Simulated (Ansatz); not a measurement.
Ideal-gas functions of `[OH][Ta]([OH])([F])=[S]` at 800 K and 1 bar, from an Ansatz frequency run at PBE0-D4/def2-TZVP.

Molar mass 266.03 g/mol, point group Cs (symmetry number 1), electronic degeneracy 1, moments of inertia 173.326, 250.729, 253.896 u Å². Harmonic wavenumbers (cm⁻¹, unscaled): 171, 172, 190, 197, 209, 350, 358, 509, 523, 552, 676, 730, 738, 3924, 3928.

Use S(trans) = R[1.5 ln M + 2.5 ln T − 1.1517]; rotational temperatures θ = 24.2544 K / I; S(rot) = R[ln(√π/σ · √(T³/θAθBθC)) + 1.5]; for each mode x = 1.438777 ν̃/T, S = R[x/(eˣ − 1) − ln(1 − e⁻ˣ)] and H = RT x/(eˣ − 1); 1 cm⁻¹ = 0.0119627 kJ/mol; R = 8.31446 J/(mol·K).

**Question.** By hand: the entropy, in J/(mol·K).

**Answer.** Translation 199.0. Rotation: θ = 0.1399, 0.0967, 0.0955 K, giving 128.3. Vibration, mode by mode: 18.15, 18.10, 17.28, 16.99, 16.50, 12.30, 12.12, 9.33, 9.12, 8.71, 7.18, 6.62, 6.55, 0.06, 0.06, in all 159.1. Electronic 0.0. Sum 486.4 J/(mol·K).

**Question.** By hand: H − E and G − E in kJ/mol, counted from the electronic energy.

**Answer.** Zero-point energy ½ × 13227 × 0.0119627 = 79.1; thermal vibration 59.3; translation, rotation and pV give 4 RT = 26.6. H − E = 165.0 kJ/mol, and G − E = 165.0 − 800 × 486.4/1000 = -224.1 kJ/mol.

Vibration gives 33 % of the entropy. The sum counts one conformer and one mirror image; others add a mixing term.
